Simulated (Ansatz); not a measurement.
`[OH][GeH]([OH])[Cl]` + `CC` → `C[CH2][GeH]([OH])[OH]` + HCl  (formal exchange of groups at a Ge–Cl bond)

Calculated with Ansatz (gas phase, PBE0-D4/def2-TZVP geometries, no zero-point term in ΔE). CCSD(T)/CBS is the MP2 limit (def2-TZVPP, def2-QZVPP) plus CCSD(T) − MP2 in def2-TZVPP, frozen cores. This one scheme is used for every species. DFT in def2-TZVPP. B3LYP here is the variant with VWN-RPA as its local correlation; programs differ in this. For Ge outer-core shells are correlated without core-valence functions, which leaves a few kJ/mol of doubt a bond. Scalar relativity is left out up to krypton. Each species was taken in one conformer, which may not be the lowest.

| level | ΔE (kJ/mol) | difference from CCSD(T)/CBS |
| --- | --- | --- |
| PBE-D4 | 97.5 | 6.0 |
| r2SCAN-D4 | 103.6 | 12.1 |
| PBE0-D4 | 99.5 | 8.0 |
| B3LYP-D4 | 101.0 | 9.5 |
| B2PLYP | 102.7 | 11.2 |
| r2SCAN | 104.9 | 13.4 |
| B3LYP | 105.8 | 14.3 |
| MP2/def2-TZVPP | 94.5 | 3.0 |
| SCS-MP2/def2-TZVPP | 96.9 | 5.4 |
| CCSD/def2-TZVPP | 93.8 | 2.3 |
| CCSD(T)/def2-TZVPP | 92.5 | 1.0 |
| HF/def2-QZVPP | 118.0 | 26.5 |
| MP2/def2-QZVPP | 94.0 | 2.5 |
| SCS-MP2/def2-QZVPP | 96.8 | 5.3 |
| MP2/CBS(def2) | 93.5 | 2.0 |
| CCSD/CBS(def2) | 92.8 | 1.3 |
| CCSD(T)/CBS | 91.5 | 0 |

Largest T1 diagnostic among the species: 0.011.

The D4 term adds −4.8 kJ/mol with B3LYP and −3.0 kJ/mol with PBE0; it sums over pairs of atoms, weighted by their polarisabilities, and B3LYP, whose exchange is more repulsive, gets the larger term. In def2-TZVPP, CCSD(T) changes the Hartree–Fock value by −25.1 kJ/mol (the triples alone add −1.3 kJ/mol) and MP2 by −23.1 kJ/mol.
